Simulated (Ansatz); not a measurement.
(LiNH2)3 ring (Li3N3H6). Total charge 0; singlet. Geometry PBE-D4/def2-SVP, basis def2-TZVP, Ansatz.

| run | HOMO (eV) | LUMO (eV) |
| --- | --- | --- |
| A | -5.63 | -0.62 |
| B | -7.35 | 0.10 |
| C | -6.04 | -0.30 |
| D | -4.90 | -0.36 |
| E | -8.53 | 1.00 |
| F | -4.87 | -0.95 |

HSE06 is defined as in plane-wave codes, on full-range PBE exchange.

Task: The runs used BHLYP, HSE06, LDA (SPW92), PBE0, r2SCAN, ωB97X-V. Estimate which is which.

Result: A HSE06 (range-separated); B BHLYP (50 % exact exchange); C PBE0 (25 % exact exchange); D r2SCAN (0 % exact exchange); E ωB97X-V (range-separated); F LDA (SPW92) (0 % exact exchange). Exact exchange lowers occupied and raises empty levels; among semilocal functionals meta-GGAs tend to open the gap a little, and such runs are hard to tell apart. The gap grows from 3.92 eV (LDA (SPW92)) to 9.54 eV (ωB97X-V).
